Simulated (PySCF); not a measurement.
Delta-SCF ions had no search for a lower state. Excitations are Tamm–Dancoff values on a coarser integration grid. The basis has no diffuse functions, so Rydberg states are missing or too high.

# H2GeO, SMILES `[O]=[GeH2]` (charge 0, multiplicity 1)

Level of theory: r2SCAN-D4/def2-TZVP run with PySCF.

| Quantity | Result |
|---|---|
| HOMO | -6.57 eV |
| dipole moment | 3.74 D |
| HOMO–LUMO gap | 3.48 eV |
| LUMO | -3.09 eV |
| S1 excitation (TDA) | 3.53 eV |
| S1 oscillator strength | 0.000 |
| brightest of the four lowest singlets (TDA) | 5.79 eV |
| T1 excitation (TDA) | 3.04 eV |
| S1–T1 gap (TDA) | 0.50 eV |
| vertical ionisation energy (Delta-SCF) | 9.99 eV |
| adiabatic ionisation energy (no zero-point term) | 9.78 eV |
| hole reorganisation energy (four-point) | 0.496 eV |
| total energy | -58596.14 eV |
| cost | roughly 100 core-seconds |

Bond lengths (Å): O1–Ge2 1.637, Ge2–H3 1.541, Ge2–H4 1.541. Bond angles (°): O1–Ge2–H3 123.3, O1–Ge2–H4 123.3, H3–Ge2–H4 113.4.
Charge 0, spin multiplicity 1.
